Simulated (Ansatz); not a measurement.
Consider the cleavage of the Si–Al bond: `F[CH2][Al]([SiH3])[SiH3]` + `[OH][Ge][F]` → `[F][Ge][O][SiH3]` + `F[CH2][AlH][SiH3]`.

Calculated with Ansatz (gas phase, PBE0-D4/def2-TZVP geometries, no zero-point term in ΔE). CCSD(T)/CBS adds triple-zeta CCSD(T) − MP2 to the extrapolated MP2 energy (def2 sets, frozen cores). Functionals use def2-TZVPP. For Ge outer-core shells are correlated without core-valence functions, which leaves a few kJ/mol of doubt a bond. Scalar relativity is left out up to krypton. Each species was taken in one conformer, which may not be the lowest.

| level | ΔE (kJ/mol) |
| --- | --- |
| PBE-D4 | -58.1 |
| HF/def2-TZVPP | -114.3 |
| SCS-MP2/def2-TZVPP | -99.2 |
| HF/CBS(def2) | -117.2 |

Q: What does CCSD(T)/CBS give? (Best estimate.)

A: Computed: -86.4 kJ/mol. The listed levels differ from it by 28.3, -27.9, -12.8, -30.8 kJ/mol.

Largest T1 diagnostic among the species: 0.015.

In def2-TZVPP, CCSD(T) changes the Hartree–Fock value by +28.8 kJ/mol (the triples alone add +3.7 kJ/mol) and MP2 by +20.1 kJ/mol. From PBE to PBE0 (25 % exact exchange), in def2-TZVPP and without D4, ΔE moves by −9.1 kJ/mol.
